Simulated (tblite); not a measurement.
Cl3Te, charge +1, singlet, at a GFN2-xTB geometry; GFN1-xTB run with tblite.

Input for tblite:
```
$ tblite run mol.xyz --method gfn1 --charge 1 --spin 0 --efield 0,0,0.1 --json tblite.json --no-restart

# file mol.xyz
4

Te     0.08225096     0.43564390     0.27167275
Cl     1.90482649    -0.61409172    -0.60663619
Cl    -0.91590711    -1.30425174     1.35407593
Cl    -1.24051054     0.58578566    -1.57843873
```

Output, abridged:

```
xTB calculator
 | screened Coulomb repulsion
 | Coulomb electrostatics
 |  * isotropic Klopman-Ohno-Mataga-Nishimoto electrostatics
 |  * onsite third-order electrostatics
 | DFT-D3(BJ) dispersion correction
 | Interactions (1)
 | [1] electric field

halogen bonding energy    0.0000000000000E+00 Eh
repulsion energy          1.6854523654668E-02 Eh
dispersion energy        -2.3585864299711E-03 Eh
interaction energy        0.0000000000000E+00 Eh
number of electrons       2.6000000000000E+01 e
integral cutoff           2.5289693214950E+01 bohr

------------------------------------------------------------
  cycle        total energy    energy error   density error
------------------------------------------------------------
      1     -15.92871459449  -1.5943211E+01   3.4955535E-01
      2     -15.93174313036  -3.0285359E-03   2.6151106E-01
      3     -16.07478249146  -1.4303936E-01   1.3982788E-01
      4     -16.09591186618  -2.1129375E-02   1.2966871E-02
      5     -16.09628638549  -3.7451932E-04   1.8886730E-03
      6     -16.09628878734  -2.4018511E-06   3.5942363E-04
      7     -16.09628884889  -6.1543883E-08   7.1051785E-05
      8     -16.09628886147  -1.2579555E-08   5.6041492E-06
------------------------------------------------------------

electronic energy        -1.6110784798692E+01 Eh
total energy             -1.6096288861467E+01 Eh

Post processing:
 | Mayer-Wiberg bond orders

[Info] JSON dump of results written to 'tblite.json'
```
